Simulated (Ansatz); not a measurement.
Harmonic vibrations of LaCl₃ by finite differences.

```yaml
crystal:
  periodic: [false, false, false]
  atoms:
    - {symbol: La, position_ang: [-0.006468, -0.001975, 0.432832]}
    - {symbol: Cl, position_ang: [2.543847, -0.024919, -0.106481]}
    - {symbol: Cl, position_ang: [-1.246685, 2.214869, -0.152796]}
    - {symbol: Cl, position_ang: [-1.290685, -2.187974, -0.173555]}
basis:
  gaussian: {orbitals: def2-SVP}
hamiltonian: {xc: pbe, dispersion: d4}
scf: {omitted_lower_state_checks: [starts]}
phonons: {temperatures: {t_min: 298.15, t_max: 900, t_step: 200}}
```

```sh
$ ansatz run in.yaml --threads 4 --pin off --events-out ev --progress --plain --max-ram 3916MiB
```

Shortened log:

```
Functional definition: PBE
mean field -38408.04350715 eV, -1411.4695649808 hartree, gradient 6.8e-6 eV, S^2 0.000000; 0 other end points of the search recorded, 0 dependent functions left out
mean field -38408.04345507 eV, -1411.4695630670 hartree, gradient 2.0e-6 eV, S^2 0.000000; 0 other end points of the search recorded, 0 dependent functions left out
mean field -38408.04345437 eV, -1411.4695630411 hartree, gradient 1.6e-6 eV, S^2 0.000000; 0 other end points of the search recorded, 0 dependent functions left out
mean field -38408.04349738 eV, -1411.4695646220 hartree, gradient 7.1e-7 eV, S^2 0.000000; 0 other end points of the search recorded, 0 dependent functions left out
mean field -38408.04345665 eV, -1411.4695631251 hartree, gradient 1.6e-6 eV, S^2 0.000000; 0 other end points of the search recorded, 0 dependent functions left out
mean field -38408.04349156 eV, -1411.4695644078 hartree, gradient 2.4e-6 eV, S^2 0.000000; 0 other end points of the search recorded, 0 dependent functions left out
mean field -38408.04345604 eV, -1411.4695631027 hartree, gradient 9.2e-7 eV, S^2 0.000000; 0 other end points of the search recorded, 0 dependent functions left out
mean field -38408.04349868 eV, -1411.4695646695 hartree, gradient 1.3e-6 eV, S^2 0.000000; 0 other end points of the search recorded, 0 dependent functions left out
mean field -38408.04351269 eV, -1411.4695651846 hartree, gradient 1.3e-6 eV, S^2 0.000000; 0 other end points of the search recorded, 0 dependent functions left out
mean field -38408.04348953 eV, -1411.4695643331 hartree, gradient 1.2e-6 eV, S^2 0.000000; 0 other end points of the search recorded, 0 dependent functions left out
mean field -38408.04350736 eV, -1411.4695649885 hartree, gradient 1.6e-6 eV, S^2 0.000000; 0 other end points of the search recorded, 0 dependent functions left out
mean field -38408.04349712 eV, -1411.4695646123 hartree, gradient 2.2e-6 eV, S^2 0.000000; 0 other end points of the search recorded, 0 dependent functions left out
mean field -38408.04346626 eV, -1411.4695634782 hartree, gradient 9.6e-7 eV, S^2 0.000000; 0 other end points of the search recorded, 0 dependent functions left out
mean field -38408.04351461 eV, -1411.4695652550 hartree, gradient 1.4e-6 eV, S^2 0.000000; 0 other end points of the search recorded, 0 dependent functions left out
mean field -38408.04349546 eV, -1411.4695645512 hartree, gradient 1.5e-6 eV, S^2 0.000000; 0 other end points of the search recorded, 0 dependent functions left out
Total energy: -38408.16759858 eV, -1411.4741252567 hartree
Atom 0 at    -0.006468    -0.001975     0.432832 Å, force     0.000178     0.000052    -0.011500 eV/Å
Atom 1 at     2.543847    -0.024919    -0.106481 Å, force    -0.011803     0.000101     0.003660 eV/Å
Atom 2 at    -1.246685     2.214869    -0.152796 Å, force     0.005710    -0.010299     0.003872 eV/Å
Atom 3 at    -1.290685    -2.187974    -0.173555 Å, force     0.005915     0.010146     0.003968 eV/Å
Dipole moment:    -0.011926    -0.003645     0.798340 e Å
Vibrations: 37.75 70.65 70.66 315.04 336.76 336.77 cm⁻¹, zero-point energy 0.072384 eV
Checks for a lower state left out: starts
```

Hardware: 4 threads of Arm Neoverse V1 on a shared host. Wall time 11 s.

In the def2 sets La takes a core potential; there is no spin–orbit coupling.
